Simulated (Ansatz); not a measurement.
Vertical ionisation energy (eV) of eight silicon and germanium compounds: PBE beside PBE0, computed with Ansatz (a program for electronic structure) for isolated molecules in the bases named; differences from unrounded values. The eight are the first of their class met in an unordered collection, after screening for sound electronic states; none was chosen by its value. Functionals give these values as differences of separate SCF runs (ΔSCF), EOM-CCSD as a root; each molecule has one DFT geometry for both levels.

```csv
molecule,basis,PBE0,PBE,difference
"C₄H₅NSi, SMILES C#C[C@@H]([SiH3])C#N",def2-SVPD,10.19,9.92,-0.27
"Si(OH)3(PH2) (H5O3PSi), SMILES O[Si](O)(O)P",def2-SVPD,9.80,9.54,-0.25
"Si(CCH)2(F)(H) (C4H3FSi), SMILES C#C[SiH](F)C#C",def2-SVPD,10.54,10.23,-0.31
"C3H7NSi2, SMILES [SiH3]C1=C[SiH2]N=C1",def2-SVPD,9.34,9.18,-0.16
"Ge(F)3(SeH) (F3GeHSe), SMILES [F][Ge]([F])([F])[SeH]",def2-SVPD,10.79,10.64,-0.15
"B(OH)(SiH3)2 (BH7OSi2), SMILES OB([SiH3])[SiH3]",def2-SVPD,9.23,9.01,-0.22
"CH11NSi4, SMILES N[SiH2][SiH]1[SiH2]C[SiH2]1",def2-SVPD,8.77,8.40,-0.38
"GeH₆P₂, SMILES [PH2][GeH2][PH2]",def2-SVPD,8.90,8.71,-0.19
```

PBE lies below PBE0 in 8 and above it in 0 of the eight; the mean signed difference is -0.24 and the largest -0.38 eV.
